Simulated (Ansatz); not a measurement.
One change: `C=CCC=C` becomes `C=CC[SiH3]`.

Ansatz, PBE0-D4/def2-TZVP geometries, multiplicity 1. Each molecule was computed in one conformer, which needn't be the lowest.

```
                                                                                  property  `C=CCC=C`
                                                     HOMO energy (ωB97M-V/def2-TZVPP) / eV      -9.62
                                                     HOMO–LUMO gap (B3LYP/def2-TZVPP) / eV       6.77
                                                       HOMO–LUMO gap (PBE/def2-TZVPP) / eV       5.11
                                            size of the dipole moment (PBE/def2-TZVPP) / D       0.13
                                            zero-point energy (PBE0-D4/def2-TZVP) / kJ/mol      298.2
ideal-gas entropy at 298 K and 1 bar (rigid rotor, harmonic PBE0-D4/def2-TZVP) / J/(mol·K)        313
```

Question: What does the change do to each property? (An estimate is asked.)

Answer: Ansatz gave: 
```
                                                                                  property  `C=CC[SiH3]`  shift
                                                     HOMO energy (ωB97M-V/def2-TZVPP) / eV         -9.41   0.21
                                                     HOMO–LUMO gap (B3LYP/def2-TZVPP) / eV          6.88   0.11
                                                       HOMO–LUMO gap (PBE/def2-TZVPP) / eV          5.23   0.12
                                            size of the dipole moment (PBE/def2-TZVPP) / D          0.59   0.46
                                            zero-point energy (PBE0-D4/def2-TZVP) / kJ/mol         249.3  -48.9
ideal-gas entropy at 298 K and 1 bar (rigid rotor, harmonic PBE0-D4/def2-TZVP) / J/(mol·K)           320      7
```

With PBE0 the HOMO rises by 0.18 eV and the LUMO rises by 0.27 eV, so the gap widens by about 0.09 eV. PBE moves the HOMO by 0.16 eV and ωB97M-V by 0.21 eV. The zero-point energy changes by -48.9 kJ/mol with -3 modes. Dipoles are sizes alone; their direction can turn.

B3LYP here is the variant with VWN-RPA as its local correlation; programs differ in this.
